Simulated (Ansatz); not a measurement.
H5Au3. Charge 0, multiplicity 1. Geometry r2SCAN-D4/def2-SVP, basis def2-TZVP, Ansatz.

```xyz
8

Au    1.825   -1.211   -0.306
Au   -2.165   -0.125    0.457
Au    0.234    0.957   -0.106
H     0.619    2.446   -0.279
H    -2.866   -1.512    0.688
H     1.859    0.678   -0.425
H    -1.312    1.547    0.180
H     1.806   -2.781   -0.208
```

```csv
run,HOMO (eV),LUMO (eV)
A,-6.74,-4.81
B,-9.41,-2.69
C,-7.40,-4.30
D,-6.45,-4.75
E,-6.54,-4.82
```

In the def2 sets Au takes a core potential; there is no spin–orbit coupling. Another isomer (singlet) lies 0.70 eV lower at PBE0-D4/def2-TZVP; other spin states weren't run for this one.

Q: The runs used PBE, PBE0, r2SCAN, revPBE, ωB97X-V. Estimate which is which.

A: A r2SCAN (0 % exact exchange); B ωB97X-V (range-separated); C PBE0 (25 % exact exchange); D revPBE (0 % exact exchange); E PBE (0 % exact exchange). Exact exchange lowers occupied and raises empty levels; among semilocal functionals meta-GGAs tend to open the gap a little, and such runs are hard to tell apart. The gap grows from 1.71 eV (revPBE) to 6.72 eV (ωB97X-V).
